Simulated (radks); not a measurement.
Values are calculated unless marked as measured or tabulated.
Task: Radial electron density D(r) = 4 pi r^2 rho(r) of an atom or ion with 25 electrons. Level of theory: scalar-relativistic Kohn-Sham, PBE, spin-unpolarised, spherical densities, point nucleus (a radial shooting solver on a logarithmic mesh with Libxc functionals).

r (bohr)   D(r) (e/bohr)
0.0009499          4.594
0.001071           5.572
0.001208           6.743
0.001362           8.142
0.001535           9.804
0.001717           11.63
0.001936           13.92
0.002183           16.60
0.002461           19.70
0.002775           23.28
0.003129           27.36
0.003528           31.97
0.003977           37.09
0.004485           42.70
0.005056           48.75
0.005701           55.11
0.006428           61.64
0.00719            67.69
0.008106           73.88
0.00914            79.46
0.01031            84.11
0.01162            87.51
0.0131             89.42
0.01477            89.72
0.01665            88.49
0.01878            86.07
0.02117            83.06
0.02387            80.33
0.02691            78.86
0.03035            79.59
0.03394            82.79
0.03827            88.93
0.04315            97.13
0.04865            105.8
0.05485            112.8
0.06185            115.9
0.06973            113.8
0.07862            106.3
0.08864            95.44
0.09995            84.27
0.1127             76.35
0.1271             73.93
0.1433             76.70
0.1602             81.30
0.1807             84.11
0.2037             80.87
0.2297             70.24
0.259              54.09
0.292              36.40
0.3292             21.12
0.3712             10.41
0.4185             4.285
0.4718             1.445
0.532             0.3900
0.5998           0.08203
0.6709           0.01491
0.7564          0.001782
0.8529         0.0001511

What is the nuclear charge?

Result: Z = 67. The innermost maximum, from 1s, lies near gamma/Z bohr with gamma = sqrt(1 - (Z/c)^2) = 0.872, here 0.013 bohr (found: 0.0142), and its height grows with Z. The density is that of the holmium ion Ho42+ in [Ar] 3d7; the configuration itself is not fixed sharply by these data, and Z only to a few units. D(r) has 3 maxima, at r = 0.0142, 0.0628, 0.182 bohr, and minima at 0.0276, 0.126 bohr, inside which lie 1.94, 11.24 electrons.
